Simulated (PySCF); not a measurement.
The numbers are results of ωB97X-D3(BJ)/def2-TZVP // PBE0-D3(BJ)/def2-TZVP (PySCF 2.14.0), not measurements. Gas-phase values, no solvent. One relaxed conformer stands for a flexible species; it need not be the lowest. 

Reference species (SMILES): `SSC(S)S` (neutral, multiplicity 1).

```json
{
 "HOMO": "-9.08 eV",
 "HOMO–LUMO gap": "10.29 eV"
}
```

Changed species: `SSSSC`.

Question: Give the shifts of the HOMO and HOMO–LUMO gap.

Answer: the HOMO decreases by 0.15 eV, to -9.23 eV; the HOMO–LUMO gap decreases by 0.21 eV, to 10.08 eV.
